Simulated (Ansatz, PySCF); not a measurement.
CHBClF3, SMILES FC(F)(F)BCl. Atoms are numbered in the order given.

```xyz
7

B      0.8338     0.2521     0.4945
C     -0.0318    -0.4570    -0.6565
F     -1.3235    -0.1022    -0.7057
F      0.0130    -1.7973    -0.4886
F      0.5107    -0.1758    -1.8620
Cl     0.1086     1.3896     1.5764
H      1.9948    -0.0248     0.5874
```
Charge 0, spin multiplicity 1.

The structure is a stationary point at B3LYP-D3(BJ)/def2-SVP. This is a generated structure with no PubChem entry under its InChIKey; it may be hypothetical.

Two levels are set side by side: PBE-D3(BJ)/def2-SVP (Ansatz, a quantum-chemistry and plane-wave program) and B3LYP-D3(BJ)/def2-SVP (Ansatz). Each level has its own optimised geometry; the coordinates shown are those of the second. Frequencies come from the Hessian of PySCF at each geometry. Differences are taken from unrounded values.

| quantity | B3LYP-D3(BJ) |
|---|---|
| mean bond length (Å) | 1.429 |
| bond B1–C2 (Å) | 1.605 |
| bond B1–Cl6 (Å) | 1.729 |
| bond C2–F3 (Å) | 1.340 |
| bond C2–F4 (Å) | 1.352 |
| bond C2–F5 (Å) | 1.352 |
| bond B1–H7 (Å) | 1.197 |
| highest harmonic wavenumber (cm⁻¹) | 2697 |
| mean harmonic wavenumber (cm⁻¹) | 830 |
| zero-point energy (kcal/mol) | 17.80 |

Question: What does PBE-D3(BJ) give, and how far is it from B3LYP-D3(BJ)? (An estimate is asked for; the answer gives what the named calculation found.)

Answer: 
| quantity | PBE-D3(BJ) | PBE-D3(BJ) minus B3LYP-D3(BJ) |
|---|---|---|
| mean bond length (Å) | 1.437 | 0.008 |
| bond B1–C2 (Å) | 1.607 | 0.002 |
| bond B1–Cl6 (Å) | 1.732 | 0.003 |
| bond C2–F3 (Å) | 1.350 | 0.009 |
| bond C2–F4 (Å) | 1.363 | 0.011 |
| bond C2–F5 (Å) | 1.363 | 0.011 |
| bond B1–H7 (Å) | 1.209 | 0.011 |
| highest harmonic wavenumber (cm⁻¹) | 2631 | -66 |
| mean harmonic wavenumber (cm⁻¹) | 802 | -28 |
| zero-point energy (kcal/mol) | 17.19 | -0.60 |

GGA bonds tend to be longer and softer than those of functionals with exact exchange. Differences between two approximate levels are no errors against the true value.
